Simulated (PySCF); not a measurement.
# Computed structure and properties of [HgH3(H2O)]−

System: [HgH3(H2O)]− (singlet); start: displaced along the imaginary mode (C1). Method: PySCF 2.14.0, RKS PBE0, Hg def2-SVP with ECP60, H def2-SVP, O def2-SVP; non-relativistic Hamiltonian with scalar-relativistic core potentials where named; density fitting; no spin-orbit coupling.

Input of the relaxation:

```python
mol = gto.M(atom='''
Hg     0.17281    -0.14657     0.14832
H      1.04306     0.85576     1.30818
H     -1.65085    -0.06034     0.30381
H      0.78604    -1.21244    -1.11340
O     -1.95470     1.72818    -1.73091
H     -2.01385     1.57415    -0.74119
H     -1.77432     0.78904    -2.01043''',
    basis={'Hg': 'def2-SVP', 'H': 'def2-SVP', 'O': 'def2-SVP'},
    ecp={'Hg': 'def2-SVP'},
    charge=-1, spin=0)
mf = dft.RKS(mol, xc='PBE0')
mf.grids.atom_grid = (50, 194)
mf = mf.density_fit()  # fitting sets: Hg def2-universal-JKFIT, H def2-universal-JKFIT, O def2-universal-JKFIT
mf.conv_tol = 1e-08; mf.max_cycle = 55
mf.kernel(dm0)  # dm0: converged density of the start geometry
# quasi-Newton relaxation in Cartesian coordinates to a largest gradient under 0.00045 Eh/bohr, steps kept in the point group
```

Run from Python with OMP_NUM_THREADS=2; the lines above give its settings. Where DIIS fails, smearing, a level shift and second-order steps follow.
It took 40 s on 2 threads of Arm Neoverse V2 (shared host), from the converged density of the start.

Course of the relaxation:

```json
{"step": "0", "energy above end (eV)": "0.1297", "largest force component within the symmetry (eV/Å)": "1.389"}
{"step": "1", "energy above end (eV)": "0.0773", "largest force component within the symmetry (eV/Å)": "0.253"}
{"step": "2", "energy above end (eV)": "0.0724", "largest force component within the symmetry (eV/Å)": "0.790"}
{"step": "3", "energy above end (eV)": "0.0619", "largest force component within the symmetry (eV/Å)": "0.165"}
{"step": "4", "energy above end (eV)": "0.0528", "largest force component within the symmetry (eV/Å)": "0.283"}
{"step": "5", "energy above end (eV)": "0.0408", "largest force component within the symmetry (eV/Å)": "0.728"}
{"step": "6", "energy above end (eV)": "0.0375", "largest force component within the symmetry (eV/Å)": "0.422"}
{"step": "7", "energy above end (eV)": "0.0298", "largest force component within the symmetry (eV/Å)": "0.148"}
{"step": "25", "energy above end (eV)": "0.0011", "largest force component within the symmetry (eV/Å)": "0.063"}
{"step": "26", "energy above end (eV)": "0.0008", "largest force component within the symmetry (eV/Å)": "0.054"}
{"step": "27", "energy above end (eV)": "0.0005", "largest force component within the symmetry (eV/Å)": "0.052"}
{"step": "28", "energy above end (eV)": "0.0002", "largest force component within the symmetry (eV/Å)": "0.040"}
{"step": "29", "energy above end (eV)": "0.0001", "largest force component within the symmetry (eV/Å)": "0.023"}
{"step": "30", "energy above end (eV)": "0.0000", "largest force component within the symmetry (eV/Å)": "0.014"}
```
(The steps between are left out.)

Relaxed geometry (nearly Cs):

```xyz
7

Hg    0.1011    0.0977    0.3692
H     1.4527    0.2255    1.4638
H    -1.6052    0.4124    0.8303
H     0.2534   -0.3700   -1.3602
O    -2.0636    1.2972   -1.9967
H    -2.2519    1.1336   -1.0595
H    -1.2784    0.7313   -2.0825
```

```
     contact      Å
  Hg1–H2 (H)  1.744
  Hg1–H3 (H)  1.795
  Hg1–H4 (H)  1.798
Hg1–H7 (H2O)  2.884
```

On the finer grid (75, 302):

```json
{
  "HOMO": "-1.35 eV",
  "LUMO": "4.20 eV",
  "Dipole about the centre of mass": "2.31 D",
  "Set of Mulliken populations of Hg1 outside the core potential": "s 3.21, p 7.10, d 9.86, f 0.00",
  "D3(BJ) dispersion energy (not in the energies)": "-0.079 eV"
}
```

```tsv
atom	Mulliken (e)	Löwdin (e)	spin (e)
Hg1	-0.18	-0.26	0.00
H2	-0.22	-0.21	0.00
H3	-0.28	-0.23	0.00
H4	-0.28	-0.23	0.00
O5	-0.36	-0.19	0.00
H6	0.16	0.06	0.00
H7	0.17	0.05	0.00
```

On the grid (50, 194), as all that follows. Harmonic modes: 1 unstable but soft, so probably a saddle point, though modes this soft are near the noise (counted below −25 cm⁻¹); lowest -32 cm⁻¹ (negative: unstable), highest 3788 cm⁻¹, zero-point energy 1.050 eV.

Taking off one H (charge -1, singlet; the rest: singlet) in vacuum, both parts rigid, costs 4.76 eV; the small basis without counterpoise inflates it.

Rigid scan of H along the line from its metal:

| distance to H2 (Å) | energy (eV) |
| --- | --- |
| 1.44 | 0.708 |
| 1.54 | 0.264 |
| 1.64 | 0.056 |
| 1.74 | 0.000 |
| 1.84 | 0.042 |
| 1.94 | 0.145 |
| 2.14 | 0.446 |
| 2.44 | 0.964 |
| 2.84 | 1.597 |
| 3.34 | 2.201 |

Taking off one H2O (charge 0, singlet; the rest: singlet) in vacuum, both parts rigid, costs 0.62 eV; the small basis without counterpoise inflates it.

Rigid scan of H2O along the line from its metal:

| distance to O5 (Å) | energy (eV) |
| --- | --- |
| 3.12 | 0.074 |
| 3.22 | 0.030 |
| 3.32 | 0.007 |
| 3.42 | 0.000 |
| 3.52 | 0.005 |
| 3.62 | 0.017 |
| 3.82 | 0.056 |
| 4.12 | 0.128 |
| 4.52 | 0.220 |
| 5.02 | 0.313 |

One start shape was tried, so this needn't be the lowest isomer.
